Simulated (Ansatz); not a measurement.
Born–Oppenheimer molecular dynamics of a periodic cell of 17 atoms, Si$_{16}$Ge (host Si, host structure diamond, interstitial Ge). It goes on from the last frame of an earlier run, with new velocities.

Theory: DFT PBE, scalar-relativistic, plane waves, PAW in Ansatz. Settings: accuracy low, PAW set soft_1, cutoff 420 eV, k mesh 2x2x2, fermi-dirac smearing 0.05 eV, no spin polarisation.

| Item | Value |
| --- | --- |
| ensemble | NVE (velocity Verlet) |
| time step | 2 fs |
| steps asked | 210 |
| starting velocities drawn for | 2100 K |
| seed | 502341 |

First frame:

```xyz
17
Lattice="0.0000 5.4300 5.4300 5.4300 0.0000 5.4300 5.4300 5.4300 0.0000" Properties=species:S:1:pos:R:3
Si -0.322 -0.385 -0.217
Si 1.687 0.499 0.639
Si 2.553 2.325 -0.297
Si 3.941 3.779 1.279
Si 1.260 0.433 2.912
Si 3.563 0.882 3.740
Si 5.277 2.669 2.904
Si 6.313 3.910 4.557
Si 0.207 2.798 1.933
Si 1.248 3.797 3.906
Si 2.843 5.302 2.685
Si 4.462 6.691 3.930
Si 2.601 2.370 5.402
Si 3.474 4.324 6.337
Si 5.291 5.499 5.593
Si 6.748 6.654 7.003
Ge 9.390 9.245 8.901
```

(1) What does the run give?

(2) What happens to the structure?

(3) How do temperature and energy run in time?

## Answers

(1) The run went to its last step.

```
steps done                                               : 210
time covered                                             : 420 fs
mean temperature over the second half                    : 1177 K
spread of the potential energy over the second half      : 20.6 meV per atom
mean potential energy of the second half above the start : 112.5 meV per atom
```

The conserved energy stayed within 0.58 meV per atom of its start (net change 0.36 meV per atom), so the integration is sound. The temperature averaged 0.56 of the 2100 K drawn at the start: a run that starts near a minimum puts about half its kinetic energy into the potential. A run of 0.42 ps of so small a system gives no equilibrium averages. Limits of this set-up: coarse k mesh, low accuracy level.

(2) Mean squared displacements from the first frame to the last, about the centre of mass: Si 1.52 Å², Ge 1.40 Å². This is one draw of velocities; another would differ in detail.

(3) 
| time (fs) | T (K) | potential energy less start (eV) | conserved less start (meV/atom) |
| --- | --- | --- | --- |
| 0.0 | 2100 | 0.000 | 0.00 |
| 34.0 | 1668 | 0.895 | 0.08 |
| 68.0 | 1468 | 1.307 | 0.03 |
| 102.0 | 1196 | 1.875 | 0.34 |
| 136.0 | 1622 | 0.992 | 0.17 |
| 170.0 | 1417 | 1.417 | 0.23 |
| 204.0 | 1406 | 1.439 | 0.19 |
| 238.0 | 1565 | 1.111 | 0.24 |
| 272.0 | 1092 | 2.090 | 0.31 |
| 306.0 | 1198 | 1.870 | 0.28 |
| 340.0 | 1158 | 1.954 | 0.31 |
| 374.0 | 1143 | 1.983 | 0.19 |
| 408.0 | 1006 | 2.266 | 0.19 |

Time of the run: 18 min on 1 thread of Intel(R) Xeon(R) Platinum 8259CL CPU @ 2.50GHz (Skylake/Cascade Lake) (shared host), peak memory 0.78 GiB.
